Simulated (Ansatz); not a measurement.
Computed with Ansatz on PBE0-D4/def2-TZVP structures; ΔE is electronic, products minus reactants. CCSD(T)/CBS adds triple-zeta CCSD(T) − MP2 to the extrapolated MP2 energy (def2 sets, frozen cores). This one scheme is used for every species. DFT in def2-TZVPP. Triplets are unrestricted, without spin–orbit coupling. For Ge outer-core shells are correlated without core-valence functions, which leaves a few kJ/mol of doubt a bond. Scalar relativity is left out up to krypton. Each species was taken in one conformer, which may not be the lowest.

`[CH3][GeH2][S]S` → `[CH2]` (triplet) + `S[S][GeH3]`  (formal loss of a carbene)

```tsv
species	B2PLYP energy (Eh)
`[CH3][GeH2][S]S`	-2914.50756
`[CH2]` (triplet)	-39.12698
`S[S][GeH3]`	-2875.20442
```

(1) Work out ΔE.

(2) What do rigid-rotor, harmonic-oscillator terms from PBE0-D4/def2-TZVP frequencies (298.15 K, 1 bar) make of the CCSD(T)/CBS value? (Best estimate.)

Largest T1 diagnostic among the species: 0.012.

Results:

(1) ΔE = (-39.12698) + (-2875.20442) − (-2914.50756) = 0.17616 Eh = +462.5 kJ/mol. CCSD(T)/CBS gives +474.8 kJ/mol.

(2) The calculation gave: ΔZPE = -31.3 kJ/mol, ΔH = +448.8 kJ/mol, ΔS = 157 J/(mol·K), ΔG = +401.9 kJ/mol. Open shells count their whole term as degenerate.

In def2-TZVPP, CCSD(T) changes the Hartree–Fock value by +143.5 kJ/mol (the triples alone add +12.0 kJ/mol) and MP2 by +159.9 kJ/mol. From PBE to PBE0 (25 % exact exchange), in def2-TZVPP and without D4, ΔE moves by −7.3 kJ/mol. Leaving LDA and LC-ωPBE aside and taking each functional with its dispersion term where it has one, the values, not all of them listed here, spread over 35.0 kJ/mol, from r2SCAN0-D4 to ωB97X-V. LDA lies +69.5 kJ/mol from PBE without D4.
